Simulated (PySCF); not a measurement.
Sn(Cl)(OH)3 (ClH3O3Sn), SMILES [OH][Sn]([OH])([OH])[Cl]. Geometry optimised at PBE-D3(BJ)/def2-SVP. The structure was generated by enumeration; whether it is a known compound was not checked. The def2 effective core potentials stand for the cores of Sn; spin–orbit coupling is left out. The values are those of a single conformer.

Computed equilibrium geometry at PBE-D3(BJ)/def2-SVP (PySCF confirms it by a frequency run) as bond lengths and angles, and its point group (one conformer of several):
point group C3.
Atoms: O1 Sn2 O3 O4 Cl5 H6 H7 H8. Bonds (Å): O1–Sn2 1.990, O1–H6 0.979, Sn2–O3 1.990, Sn2–O4 1.990, Sn2–Cl5 2.372, O3–H7 0.979, O4–H8 0.979. Bond angles (°): Sn2–O1–H6 108.6, O1–Sn2–O3 108.9, O1–Sn2–O4 108.9, O1–Sn2–Cl5 110.0, O3–Sn2–O4 108.9, O3–Sn2–Cl5 110.0, O4–Sn2–Cl5 110.0, Sn2–O3–H7 108.6, Sn2–O4–H8 108.6.
Charge 0, spin multiplicity 1.
